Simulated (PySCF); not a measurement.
## Ir (iridium, neutral) across methods

[Xe] 4f14 5d6 6s2 7s1, 7s spin antiparallel (an excited configuration). Calculation: PySCF 2.14, in aug-cc-pVTZ-PP with one added diffuse shell each of s, p, d, f, g type with ECP60MDF (7s7p6d4f3g, 113 functions); scalar relativity through the core potential. The B2PLYP total includes its PT2 part (frozen core); its orbital energies are those of the SCF part.

```json
{"method": "LC-wPBE", "E (hartree)": "-104.1107", "mean ε 6s α (eV)": "-14.690", "mean ε 6s β (eV)": "-13.216", "mean ε 7s β (eV)": "-2.701", "Σ⟨r²⟩ (bohr²)": "124.1", "⟨S²⟩": "4.754"}
{"method": "M06-2X", "E (hartree)": "-103.9991", "mean ε 6s α (eV)": "-13.466", "mean ε 6s β (eV)": "-11.295", "mean ε 7s β (eV)": "-2.150", "Σ⟨r²⟩ (bohr²)": "118.1", "⟨S²⟩": "4.757"}
{"method": "PBE0", "E (hartree)": "-104.0944", "mean ε 6s α (eV)": "-12.362", "mean ε 6s β (eV)": "-10.851", "mean ε 7s β (eV)": "-1.950", "Σ⟨r²⟩ (bohr²)": "121.7", "⟨S²⟩": "4.755"}
{"method": "LDA", "E (hartree)": "-103.9128", "mean ε 6s α (eV)": "-11.727", "mean ε 6s β (eV)": "-10.448", "mean ε 7s β (eV)": "-1.681", "Σ⟨r²⟩ (bohr²)": "118.1", "⟨S²⟩": "4.754"}
{"method": "PBE", "E (hartree)": "-104.1334", "mean ε 6s α (eV)": "-11.500", "mean ε 6s β (eV)": "-10.083", "mean ε 7s β (eV)": "-1.702", "Σ⟨r²⟩ (bohr²)": "120.2", "⟨S²⟩": "4.754"}
{"method": "UHF", "E (hartree)": "-103.36844", "mean ε 6s α (eV)": "-14.241", "mean ε 6s β (eV)": "-12.201", "mean ε 7s β (eV)": "-2.395", "Σ⟨r²⟩ (bohr²)": "133.8", "⟨S²⟩": "4.761"}
{"method": "r2SCAN", "E (hartree)": "-104.1416", "mean ε 6s α (eV)": "-11.880", "mean ε 6s β (eV)": "-10.199", "mean ε 7s β (eV)": "-1.632", "Σ⟨r²⟩ (bohr²)": "122.4", "⟨S²⟩": "4.759"}
{"method": "B2PLYP", "E (hartree)": "-103.9028", "mean ε 6s α (eV)": "-12.972", "mean ε 6s β (eV)": "-11.515", "mean ε 7s β (eV)": "-2.014", "Σ⟨r²⟩ (bohr²)": "125.5", "⟨S²⟩": "4.755"}
```

Energies and moments cover only the electrons outside the core potential. Spin-orbit coupling, absent here, splits the open shell strongly. The outer electron is Rydberg-like, and this basis confines it to a smaller radius and binds it less than a complete one would. With the s spin flipped the determinant is a mixture of two multiplicities, not a spectroscopic state.
